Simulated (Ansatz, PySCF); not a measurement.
Spectroscopic constants of MgAl+, closed-shell singlet (lowest of 2S+1 = 1, 3 at CCSD(T)/def2-TZVPP on PBE0 minima; our sources give no spin for the ground state, which may be another).

Constants: fifth-degree fit in 1/R to seven points, most abundant isotopes. Runs in def2 and cc sets follow the lowest solution found near the PBE0 minimum. The singlet is held restricted. HF and MP2 rows in def2 and cc sets belong to the determinant that coupled cluster picked by its CCSD energy.

Codes used: Ansatz (Gaussian orbitals); PySCF for 6-31G* rows. 

```
level                 r_e (Å)  ω_e (cm⁻¹)  ω_e x_e (cm⁻¹)  α_e (cm⁻¹)
--------------------  -------  ----------  --------------  ----------
HF/6-31G*               3.274         160             1.5      0.0014
HF/def2-TZVPP           3.299         154             1.2      0.0013
HF/def2-QZVPP           3.297         155             1.2      0.0013
SVWN5/def2-TZVPP        3.087         191             1.2      0.0012
PBE/def2-TZVPP          3.136         184             1.2      0.0012
BP86/6-31G*             3.141         184             1.2      0.0012
r2SCAN/def2-TZVPP       3.134         187             1.2      0.0012
B97M-V/def2-TZVPP       3.129         183             1.2      0.0013
B3LYP/6-31G*            3.165         177             1.3      0.0013
B3LYP/def2-TZVPP        3.170         173             1.2      0.0013
PBE0/def2-TZVPP         3.131         188             1.1      0.0012
BHLYP/def2-TZVPP        3.175         174             1.2      0.0013
CAM-B3LYP/def2-TZVPP    3.159         176             1.2      0.0013
wB97X-V/def2-TZVPP      3.147         186             1.2      0.0012
wB97M-V/def2-TZVPP      3.190         171             1.2      0.0012
B2PLYP/def2-TZVPP       3.158         177             1.2      0.0013
MP2/6-31G*              3.156         186             1.4      0.0012
MP2/def2-TZVPP          3.142         184             1.2      0.0013
MP2/def2-QZVPP          3.132         189             1.3      0.0012
SCS-MP2/def2-TZVPP      3.154         180             1.2      0.0013
SCS-MP2/def2-QZVPP      3.144         186             1.3      0.0012
CCSD/def2-TZVPP         3.126         187             1.3      0.0013
CCSD/def2-QZVPP         3.122         191             1.3      0.0012
CCSD(T)/def2-TZVPP      3.110         191             1.2      0.0012
CCSD(T)/def2-QZVPP      3.105         196             1.3      0.0011
```

Correlated levels freeze the inner cores; with def2 sets outer-core shells near the valence are correlated too. Rows in 6-31G* carry no dispersion term and start afresh at each structure (6-31G* with six Cartesian d functions). MP2/6-31G* freezes PySCF's default core, which is smaller on s-block atoms.

Doubts at one or more of the structures used: a restricted determinant that unrestricted orbitals would lower (HF/def2-TZVPP, HF/def2-QZVPP, MP2/def2-TZVPP, MP2/def2-QZVPP, SCS-MP2/def2-TZVPP, SCS-MP2/def2-QZVPP, CCSD/def2-TZVPP, CCSD/def2-QZVPP, CCSD(T)/def2-TZVPP, CCSD(T)/def2-QZVPP).

Ansatz is an electronic-structure program.
